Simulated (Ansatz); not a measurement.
## The standard entropy of ZrCl4 (zirconium tetrachloride) from a frequency calculation

A singlet with charge 0, relaxed at PBE/def2-SVP (core potential) (Ansatz 0.2.0):

```xyz
5

Cl   -0.1109   -0.2328    2.3216
Zr    0.0000    0.0000    0.0000
Cl    1.5586   -1.5120   -0.8606
Cl   -2.0996   -0.4338   -0.9272
Cl    0.6518    2.1786   -0.5338
```

Harmonic wavenumbers in cm⁻¹: 93, 93, 101, 101, 101, 363, 418, 418, 418.

Masses in u: Cl 35.45, Zr 91.224. Take T = 298.15 K, p = 1 bar, R = 8.3145 J/(mol K), kT/hc = 207.22 cm⁻¹, rigid rotor and harmonic oscillator.

Task: Compute the standard molar entropy.

Result: 
1. Translation (Sackur–Tetrode): S = R[3/2 ln M + 5/2 ln T − 1.1517] with M = 233.024 gives 176.8 J/(mol K).
2. Rotation: principal moments 515.780, 515.790, 515.795 u Å² give A, B, C = 0.0327, 0.0327, 0.0327 cm⁻¹; the symmetry number is σ = 12; q = (√π/σ)√((kT/hc)³/ABC) = 74511; S = R(ln q + 3/2) = 105.7.
3. Vibration: with u = ν̃/207.22, each mode gives R[u/(eᵘ − 1) − ln(1 − e⁻ᵘ)]; the sum is 89.1, most from 93 cm⁻¹ (15.0), 93 cm⁻¹ (15.0), 101 cm⁻¹ (14.4).
4. Spin: R ln 1 = 0.0.
5. Sum: 176.8 + 105.7 + 89.1 + 0.0 = 371.6 J/(mol K).

No measured value is set beside it here.
